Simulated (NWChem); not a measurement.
System: ethylene glycol (C$_{2}$H$_{6}$O$_{2}$); SMILES OCCO

NWChem input:

```
start job
memory heap 200 mb stack 900 mb global 1100 mb
geometry units angstroms
  O     -0.583103    -1.307559    -0.181237
  C      0.599196    -0.676016     0.254710
  C      0.555306     0.732905    -0.294144
  O     -0.594778     1.398969     0.134841
  H     -0.709594    -2.119064     0.317820
  H      0.645073    -0.629599     1.359940
  H      1.507621    -1.199099    -0.104554
  H      1.434202     1.297666     0.056114
  H      0.616010     0.683022    -1.401475
  H     -1.317427     0.774596    -0.013755
end
basis spherical
  * library 6-31g*
end
dft
  xc b3lyp
  iterations 150
end
driver
  maxiter 120
end
task dft optimize
task dft freq
```

B3LYP is NWChem's, with the RPA form of VWN correlation.

The level has its own optimisation; frequencies are unscaled.

**Question.** Give the results of this calculation. (B3LYP/6-31G* (spherical d).) Quantities: r C–C (Å); highest harmonic frequency (cm⁻¹); lowest (cm⁻¹); zero-point energy (kcal/mol); dipole (D).

**Answer.** 
```
Property                           Result
---------------------------------  ------
r C–C (Å)                           1.522
highest harmonic frequency (cm⁻¹)    3767
lowest (cm⁻¹)                         177
zero-point energy (kcal/mol)         53.8
dipole (D)                           2.63
```
